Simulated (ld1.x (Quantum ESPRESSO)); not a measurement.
# Mg, TM: configuration errors across variants

```
Element                 : magnesium
Generator               : ld1.x (Quantum ESPRESSO) 7.5
Type                    : norm-conserving Troullier–Martins (Kleinman–Bylander form)
Functional              : PBE
Relativity              : scalar-relativistic
Frozen core             : [Ne]
Valence charge          : 2
Reference configuration : 3s2 3p0
Partial waves           : 3s (bound): rc 2.30 bohr; 3p (bound, empty): rc 2.55 bohr
Local potential         : all-electron potential smoothed inside 1.85 bohr (lloc = -2)
Core correction         : a·sin(br)/r model core, default radius (core density twice the valence density)
```

All-electron excitation energies from the reference (eV): (1) 3s1 3p0 7.960; (2) 3s1.5 3p0 3.144; (3) 3s1 3p1 3.491; (4) 3s0 3p1 12.328; (5) 3s0 3p2 7.183.

Errors AE − PS in meV (a dash: test not solved or not reliable):

```tsv
change	(1)	(2)	(3)	(4)	(5)	bound ghosts
base	+6.9	+1.3	+1.5	+17	+6.0	none
wave 3s (bound): rc 2.30 bohr becomes 3s (bound): rc 1.48 bohr	+8.9	+1.8	+2.0	+16	+6.3	none
wave 3s (bound): rc 2.30 bohr becomes 3s (bound): rc 2.18 bohr	+7.0	+1.3	+1.7	+18	+7.4	none
wave 3s (bound): rc 2.30 bohr becomes 3s (bound): rc 2.46 bohr	+6.7	+1.3	+1.0	+14	+3.6	none
wave 3s (bound): rc 2.30 bohr becomes 3s (bound): rc 2.76 bohr	+4.8	+1.0	-1.8	-1.9	-10	none
wave 3s (bound): rc 2.30 bohr becomes 3s (bound): rc 3.04 bohr	+1.6	+0.7	-6.2	-28	-32	none
wave 3s (bound): rc 2.30 bohr becomes 3s (bound): rc 3.46 bohr	-4.1	+0.1	-14	-81	-75	none
```

Q: Give the same row for: wave 3s (bound): rc 2.30 bohr becomes 3s (bound): rc 1.84 bohr.

A: +7.2, +1.3, +1.6, +17, +6.3; bound ghosts: none.
